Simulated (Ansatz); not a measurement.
One change: `CN[SiH2]N` becomes `N[SiH2][NH][AlH][F]`.

Ansatz, PBE0-D4/def2-TZVP geometries, multiplicity 1. Each molecule was computed in one conformer, which needn't be the lowest.

| property | `CN[SiH2]N` |
| --- | --- |
| HOMO energy (PBE/def2-TZVPP) / eV | -5.27 |
| HOMO energy (ωB97M-V/def2-TZVPP) / eV | -8.96 |
| LUMO energy (B3LYP/def2-TZVPP) / eV | 0.61 |
| HOMO energy (B3LYP/def2-TZVPP) / eV | -6.41 |
| LUMO energy (PBE/def2-TZVPP) / eV | 0.09 |
| LUMO energy (PBE0/def2-TZVPP) / eV | 0.91 |

(1) What does the change do to each property? (Best estimate.)

Answers

(1) Ansatz gave: 
```json
{"property": "HOMO energy (PBE/def2-TZVPP) / eV", "`N[SiH2][NH][AlH][F]`": "-6.05", "shift": "-0.78"}
{"property": "HOMO energy (ωB97M-V/def2-TZVPP) / eV", "`N[SiH2][NH][AlH][F]`": "-9.79", "shift": "-0.83"}
{"property": "LUMO energy (B3LYP/def2-TZVPP) / eV", "`N[SiH2][NH][AlH][F]`": "-0.59", "shift": "-1.20"}
{"property": "HOMO energy (B3LYP/def2-TZVPP) / eV", "`N[SiH2][NH][AlH][F]`": "-7.21", "shift": "-0.80"}
{"property": "LUMO energy (PBE/def2-TZVPP) / eV", "`N[SiH2][NH][AlH][F]`": "-1.12", "shift": "-1.21"}
{"property": "LUMO energy (PBE0/def2-TZVPP) / eV", "`N[SiH2][NH][AlH][F]`": "-0.36", "shift": "-1.27"}
```

With PBE0 the HOMO falls by 0.82 eV and the LUMO falls by 1.27 eV, so the gap narrows by about 0.45 eV. PBE moves the HOMO by -0.78 eV and ωB97M-V by -0.83 eV.

B3LYP here is the variant with VWN-RPA as its local correlation; programs differ in this.
